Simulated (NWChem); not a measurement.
Extrapolating the UMP2 correlation energy of BN

```xyz
2

B      0.0000     0.0000     0.7682
N      0.0000     0.0000    -0.5487
```
Charge 0, spin multiplicity 3.

Everything below was run with NWChem. Structure: optimised with UPBE0/def2-SVP, a minimum by its harmonic frequencies.

The correlated methods keep 2 core orbitals frozen. This spin state was chosen for the runs; another may lie lower. The structure started from a generated list of species. The unpaired electrons of the parent sit in orbitals of symmetry a1 and b1 (C2v labels of the run); other states weren't searched. No SCF solution was tested for a lower state. Open-shell Hartree-Fock references start from PBE0 orbitals; any time given for them includes that run.

Worked example. The UMP2 correlation energy is -219.58 mHa in cc-pVTZ and -235.78 mHa in cc-pVQZ. The form E(X) = E∞ + A/X³ turns the pair into an estimate of the basis-set limit.

E∞ = (4³·(-235.78) − 3³·(-219.58))/(4³ − 3³) = -247.6 mHa. The larger basis holds 95 % of that, at about 5 times the processor time of the smaller one. This is a two-point estimate.
